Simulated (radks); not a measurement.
The oxygen anion O-, [He] 2s2 2p5, held by a Watson sphere: a shell of charge +0.64 at radius R that stands for the Madelung well of a crystal (potential energy -0.64/R inside, -0.64/r outside, in hartree with lengths in bohr). Calculated with a radial shooting solver on a logarithmic mesh with Libxc functionals: scalar-relativistic Kohn-Sham, LDA (Slater exchange, VWN5 correlation), spin-polarised, spherical densities, finite nucleus; open shells are filled with parallel spins first; Fermi nuclear charge, rms radius of each element as measured or else 0.836 A^(1/3) + 0.57 fm. Response by self-consistent Sternheimer equations with the Hartree and adiabatic LDA kernel, the relativistic mass of each level held fixed and spin-orbit coupling left out. The sphere does not respond.

| R (bohr) | e(2s down) (eV) | e(2p up) (eV) | e(2p down) (eV) | <r> 2p (bohr) | sum of <r^2> (bohr^2) | X-ray form factor at sin(theta)/lambda = 0.3 1/angstrom | alpha (bohr^3) |
|---|---|---|---|---|---|---|---|
| 1.76 | -18.160 | -5.173 | -3.927 | 1.449 | 17.07 | 4.134 | 12.61 |
| 1.94 | -17.864 | -4.937 | -3.700 | 1.470 | 17.51 | 4.114 | 13.74 |
| 2.32 | -17.298 | -4.458 | -3.232 | 1.510 | 18.36 | 4.089 | 16.41 |
| 2.57 | -16.969 | -4.165 | -2.942 | 1.534 | 18.85 | 4.080 | 18.34 |
| 3.4 | -16.090 | -3.343 | -2.116 | 1.598 | 20.20 | 4.071 | 25.64 |
